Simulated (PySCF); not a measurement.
# Löwdin shares of the frontier orbitals

Species: C4H12OSi2.
Geometry (GFN2-xTB, Å), atoms numbered from 1 in this order:
```
atom  x, y, z in Å
C1    -3.5906    0.2599   -0.1703
Si2   -2.1138   -0.4395    0.7969
Si3   -0.1427    0.0669   -0.3059
C4     1.3172   -0.7357    0.6282
C5     2.6801   -0.3166    0.0965
C6     3.0060    1.1117    0.4026
O7     2.3036    1.8766    1.0013
H8    -3.6321   -0.1519   -1.1746
H9    -3.5240    1.3401   -0.2616
H10   -4.5334    0.0300    0.3167
H11   -2.1905    0.0967    2.1649
H12   -2.3414   -1.8893    0.9350
H13   -0.0736   -0.4981   -1.6712
H14    0.0992    1.4995   -0.4945
H15    1.2669   -0.4746    1.6859
H16    1.2327   -1.8220    0.5683
H17    3.4839   -0.9237    0.5292
H18    2.7401   -0.4475   -0.9876
H19    4.0026    1.4268    0.0285
```

Computed, not measured: PySCF, TDDFT B3LYP/def2-SVPD, vertical, gas phase, core orbitals frozen in the response.

Frontier orbitals with the atoms that hold most of them (Löwdin shares over 4%, at most four atoms; ? is withheld):

```json
{"orbital": "HOMO-3", "ε (eV)": "-8.87", "atoms": "Si3 21%, Si2 20%, H12 14%, H13 13%"}
{"orbital": "HOMO-2", "ε (eV)": "-8.59", "atoms": "Si3 22%, C4 21%, Si2 12%, H13 9%"}
{"orbital": "HOMO-1", "ε (eV)": "-7.76", "atoms": "Si3 26%, Si2 24%, C4 12%, C1 11%"}
{"orbital": "HOMO", "ε (eV)": "-7.33", "atoms": "?"}
{"orbital": "LUMO", "ε (eV)": "-1.09", "atoms": "?"}
{"orbital": "LUMO+1", "ε (eV)": "-0.26", "atoms": "Si2 21%, Si3 20%, C1 9%, H11 7%"}
{"orbital": "LUMO+2", "ε (eV)": "0.34", "atoms": "Si3 21%, Si2 21%, H13 6%, C5 6%"}
```

(1) Give the leading atoms of the HOMO.

(2) Give the leading atoms of the LUMO.

(3) The HOMO–LUMO gap is 6.24 eV. Where does the response calculation put the lowest singlet, and from which orbitals?

(4) Give energy, strength and leading configuration of S1, S2, S3, S4 and S5, and follow the Löwdin shares of the leading atoms from the occupied to the empty orbital.

Results:

(1) O7 (bonded to C) 55%; C6 (bonded to C, O and H) 15%; C5 (bonded to 2 C and 2 H) 10%; H19 (bonded to C) 9%. By element: oxygen 55%, carbon 25% or more, hydrogen 9% or more.

(2) C6 (bonded to C, O and H) 41%; O7 (bonded to C) 35%; C5 (bonded to 2 C and 2 H) 9%; H19 (bonded to C) 6%. By element: carbon 50% or more, oxygen 35%, hydrogen 6% or more.

(3) S1 is at 4.37 eV (f = 0.0002), 1.88 eV below the gap, made of HOMO→LUMO (96%). 

(4) 
- S1 (4.37 eV, f 0.0002), HOMO→LUMO (96%): O7 55% → 35%, C6 15% → 41%; low, almost dark, from the terminal oxygen into the C=O bond, the pattern of n→π*
- S2 (5.91 eV, f 0.0045), HOMO-1→LUMO (95%): Si3 26% → at most 6%, Si2 24% → at most 6%, C6 at most 11% → 41%, O7 at most 11% → 35%
- S3 (6.35 eV, f 0.0049), HOMO→LUMO+1 (95%): O7 55% → at most 7%, C6 15% → at most 7%, Si2 at most 9% → 21%, Si3 at most 9% → 20%
- S4 (6.68 eV, f 0.0078), HOMO-2→LUMO (91%): Si3 22% → at most 6%, C4 21% → at most 6%, C6 at most 9% → 41%, O7 at most 9% → 35%
- S5 (6.73 eV, f 0.041), HOMO-1→LUMO+1 (91%): Si3 26% → 20%, Si2 24% → 21%

Löwdin shares depend on the basis, the more so with diffuse functions.

One conformer stands for the species.
